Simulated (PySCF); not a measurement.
## ³³S chemical shifts

One averaged value for each set of equivalent atoms, one computed conformer, no solvent, relativity neglected. Geometry: GFN2-xTB; σ from GIAO-PBE0/pcSseg-1; PySCF 2.14.0 with density-fitted response routines.

Shieldings were converted by a linear fit to measured shifts: ³³S: δ = 158.28 − 0.937σ (rms 33.3 ppm, 20 shifts vs sulfate, solution or neat liquid). Occasional misses reach two or three times the rms, and more in compound classes unlike the fitted ones.

Problem. Give the ³³S shifts of `CC(=O)CS`, `CC(C)S[Si](O)(O)O`.

Solution. 
```json
{"compound": "CC(=O)CS", "environment": "thiol sulfur", "δ (ppm)": "-386"}
{"compound": "CC(C)S[Si](O)(O)O", "environment": "sulfur bonded to C, Si", "δ (ppm)": "-375"}
```

Problem. Match the shifts -33, -344, -386 ppm to `CC(=O)CS`, `C=C[S@@](C)=O`, `CSC([SiH3])([SiH3])[SiH2]OC=O`.

Solution. -33: C=C[S@@](C)=O (sulfoxide sulfur); -344: CSC([SiH3])([SiH3])[SiH2]OC=O (sulfide sulfur); -386: CC(=O)CS (thiol sulfur).
